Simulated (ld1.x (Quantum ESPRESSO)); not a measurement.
## Ta, TM: configuration errors across variants

- Element: tantalum (Ta)
- Generator: ld1.x (Quantum ESPRESSO) 7.5
- Type: norm-conserving Troullier–Martins (Kleinman–Bylander form)
- Functional: BP86
- Relativity: scalar-relativistic
- Frozen core: [Kr] 4d10 4f14 5s2
- Valence charge: 11
- Reference configuration: 5p6 5d4 6s1 6p0
- Partial waves: 6s (bound): rc 2.85 bohr; 5d (bound): rc 1.70 bohr; 5p (bound): rc 1.95 bohr
- Local potential: the p channel
- Core correction: none

All-electron excitation energies from the reference (eV): (1) 5p6 5d3 6s2 6p0 -2.113; (2) 5p6 5d3 6s1 6p0 6.532; (3) 5p6 5d3 6s0 6p0 21.694; (4) 5p6 5d3 6s0 6p1 11.662; (5) 5p6 5d3 6s0 6p2 6.562; (6) 5p6 5d1 6s0 6p0 80.527.

Tests that are not counted but printed errors over 1 eV. “base”: 5p5 5d3 6s2 6p0 (solver errors, printed error -118 eV). “wave 5p (bound): rc 1.95 bohr becomes 5p (bound): rc 1.84 bohr”: 5p5 5d3 6s2 6p0 (solver errors, printed error -111 eV). “wave 5p (bound): rc 1.95 bohr becomes 5p (bound): rc 2.80 bohr”: 5p5 5d3 6s2 6p0 (solver errors, printed error -111 eV).

A true bound ghost makes a file unfit for plane-wave use even where its test errors are small: the radial tests pick states by their node count and pass the ghost by. Where a test does run into it, the solver fails or the error is huge.

Errors AE − PS in meV (a dash: test not solved or not reliable):

| change | (1) | (2) | (3) | (4) | (5) | (6) | bound ghosts |
| --- | --- | --- | --- | --- | --- | --- | --- |
| base | -12 | -2.0 | +1.3 | +201 | +284 | +18 | s |
| wave 5p (bound): rc 1.95 bohr becomes 5p (bound): rc 1.84 bohr | -13 | -2.7 | +1.3 | +163 | +230 | +12 | s |
| wave 5p (bound): rc 1.95 bohr becomes 5p (bound): rc 2.80 bohr | -13 | -4.2 | -5.7 | +106 | +144 | -8.5 | s |

Problem. Give the same row for: wave 5p (bound): rc 1.95 bohr becomes 5p (bound): rc 2.04 bohr.

Solution. -12, -1.4, +1.3, +240, +339, +23; bound ghosts: s. Not counted: 5p5 5d3 6s2 6p0 (solver errors, printed error -169 eV).
